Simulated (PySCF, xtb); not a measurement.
Cd(SH)(SMe) (CH₄CdS₂), SMILES C[S][Cd][SH].

xtb with GFN2-xTB at its own geometry gives an orbital gap of 2.26 eV and a dipole moment of 2.92 D.

Coordinates come from a PBE-D3(BJ)/def2-SVP optimisation. The structure was generated by enumeration; whether it is a known compound was not checked. The def2 effective core potentials stand for the cores of Cd; spin–orbit coupling is left out. One conformer was computed; it need not be the lowest.

Problem. What does B3LYP/def2-TZVP in PySCF give? (The exact figures need the calculation; the answer reports its results.)

Solution. gap 4.86 eV (levels -6.53 and -1.67 eV), dipole 1.62 D.
